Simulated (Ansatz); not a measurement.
C$_{2}$H$_{5}$GeN (`NC#[C][GeH3]`), relaxed with RKS PBE-D4/def2-SVP in Ansatz from a rough embedded geometry. The force threshold is 0.03 eV/Å; the program also tests the step.

Total charge 0; spin multiplicity 1.

Start:

```xyz
9

N     0.045   -1.545   -1.915
C     0.048   -0.706   -0.835
C     0.045    0.052    0.097
Ge   -0.095    1.288    1.498
H     0.619   -1.341   -2.792
H    -0.415   -2.531   -1.857
H     1.362    1.826    1.799
H    -1.020    2.445    1.174
H    -0.588    0.512    2.831
```

Problem. By how much does the energy fall, and how many steps does the optimiser take? (Best estimate.)

Solution. Computed: 0.32 eV, in 4 steps.

Problem. Which bonds change most? (Estimate.)

Solution. Ansatz gave: Ge4–H9 from 1.620 to 1.551 Å; N1–H6 from 1.089 to 1.024 Å; N1–H5 from 1.067 to 1.024 Å; Ge4–H8 from 1.516 to 1.552 Å.

Problem. Give the relaxed structure. (Estimate.)

Solution. The calculation gave: 
```xyz
9

N    -0.074   -1.514   -1.986
C    -0.031   -0.699   -0.916
C    -0.035    0.073    0.048
Ge   -0.059    1.263    1.517
H     0.678   -1.398   -2.671
H    -0.277   -2.500   -1.794
H     1.368    1.807    1.794
H    -1.002    2.463    1.235
H    -0.567    0.506    2.771
```
